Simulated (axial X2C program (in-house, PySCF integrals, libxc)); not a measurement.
RuS⁺: bond constants with and without spin–orbit coupling

Computed with an in-house relativistic program for diatomic molecules. Spin-free means the one-electron spin-free X2C Hamiltonian; two-component (2c) means X2C with spin–orbit coupling and atomic mean-field two-electron Coulomb and Gaunt terms, so the difference of the two also holds small scalar two-electron terms. Basis: Ru dyall-cv3z [12s12p8d5f3g], S dyall-av3z [9s8p3d2f] (cores contracted in-house); Gaussian nuclei, density fitting, unrestricted open shells. Masses: Ru 101.904 u, S 31.972 u.

Input:
```json
{"zs": [44, 16], "q": 1, "bas": ["dyall-cv3z", "dyall-av3z"], "levels": ["PBE0", "HF", "BLYP"], "cc": true, "r0": 2.08, "thr": -2.0, "nmax": 90, "npts": 10, "nst": 2, "ntry": 6}
```
```bash
python so2c.py task.json out
```

Keys: zs atomic numbers; q charge; bas basis sets; levels methods; cc coupled cluster on or off; r0 starting distance in Å; thr threshold in hartree for freezing inner shells (an s shell follows its p shell); nmax most natural virtual spinors; npts points on the curve; nst determinants followed; ntry starts of the search. HF also brings MP2.

State, spin-free: M_S = 5/2, Λ = 0 (beyond evenly filled blocks: σα, π+α, π-α, δ+α, δ-α); electrons by block: σα: 14, σβ: 13, π+α: 7, π+β: 6, π-α: 7, π-β: 6, δ+α: 2, δ+β: 1, δ-α: 2, δ-β: 1. Fragments: Ru+ + S.

State, 2c: Ω = 5/2 (⟨Sz⟩ = 2.48, ⟨Lz⟩ = 0.02 at HF); electrons by block: 1/2: 20, -1/2: 20, 3/2: 8, -3/2: 8, 5/2: 2, -5/2: 1. Fragments: Ru+ + S.

```json
{"Hamiltonian": "spin-free", "level": "PBE0", "Re (Å)": "2.110", "ωe (cm⁻¹)": "476.3", "ωexe (cm⁻¹)": "2.06", "Be (cm⁻¹)": "0.1556", "αe (cm⁻¹)": "0.000776", "De (eV)": "3.32", "D0 (eV)": "3.29", "μ (D)": "-2.28"}
{"Hamiltonian": "spin-free", "level": "MP2", "Re (Å)": "2.045", "ωe (cm⁻¹)": "508.1", "ωexe (cm⁻¹)": "3.53", "Be (cm⁻¹)": "0.1657", "αe (cm⁻¹)": "0.00104", "De (eV)": "2.67", "D0 (eV)": "2.64", "μ (D)": "n/a"}
{"Hamiltonian": "spin-free", "level": "CCSD", "Re (Å)": "2.113", "ωe (cm⁻¹)": "471.3", "ωexe (cm⁻¹)": "2.55", "Be (cm⁻¹)": "0.1552", "αe (cm⁻¹)": "0.000848", "De (eV)": "2.50", "D0 (eV)": "2.47", "μ (D)": "n/a"}
{"Hamiltonian": "spin-free", "level": "CCSD(T)", "Re (Å)": "2.106", "ωe (cm⁻¹)": "489.2", "ωexe (cm⁻¹)": "1.98", "Be (cm⁻¹)": "0.1562", "αe (cm⁻¹)": "0.000729", "De (eV)": "2.72", "D0 (eV)": "2.69", "μ (D)": "n/a"}
{"Hamiltonian": "spin-free", "level": "BLYP", "Re (Å)": "2.150", "ωe (cm⁻¹)": "450.2", "ωexe (cm⁻¹)": "1.74", "Be (cm⁻¹)": "0.1499", "αe (cm⁻¹)": "0.00072", "De (eV)": "3.76", "D0 (eV)": "3.73", "μ (D)": "-1.81"}
{"Hamiltonian": "2c", "level": "MP2", "Re (Å)": "2.045", "ωe (cm⁻¹)": "505.6", "ωexe (cm⁻¹)": "3.54", "Be (cm⁻¹)": "0.1657", "αe (cm⁻¹)": "0.00104", "De (eV)": "n/a", "D0 (eV)": "n/a", "μ (D)": "n/a"}
```

Correlated methods: 13 electrons correlated (number of frozen shells: Ru 4 s, 3 p, 1 d; S 2 s, 1 p), 291 virtual spin orbitals or spinors in MP2.

Dipoles are positive if S is the positive end and refer to the centre of mass.

Occupations by symmetry block were frozen at the best pattern of an incomplete PBE0 search. De is counted from the lowest determinant-based energies of the atoms at the same level, without counterpoise correction. De is not given where an atomic determinant may have missed its ground term or J level, or where the truncated virtual space spoils (T). CCSD and (T) use frozen natural virtuals with an MP2 correction for the truncation; (T) itself is uncorrected, so its De runs slightly low. PBE0 can misorder states that lie within some tenths of an eV, so this need not be the ground state of the molecule. The nearest other spin-free determinant of the search, M_S = 3/2, Λ = 3, lies 0.50 eV up at the distance of the search. Without a current term, density functionals place determinants with orbital angular momentum somewhat too high. With several unpaired electrons one determinant need not be a pure state. At some level and bond length an empty orbital lies below a filled one. This is the top spin component of a Σ state; components of lower Ω are not single determinants and can lie lower. The T1 diagnostic is large, a sign of multireference character.

No reliable constants came from BLYP (2c), CCSD (2c), CCSD(T) (2c), HF (2c), HF (spin-free), PBE0 (2c): no minimum in range, unconverged points, a curve that is not smooth, a change of character along it, or the two Hamiltonians disagreeing along it.

The whole task took 4.4 min on 1 thread of Arm Neoverse V1, on a shared host.
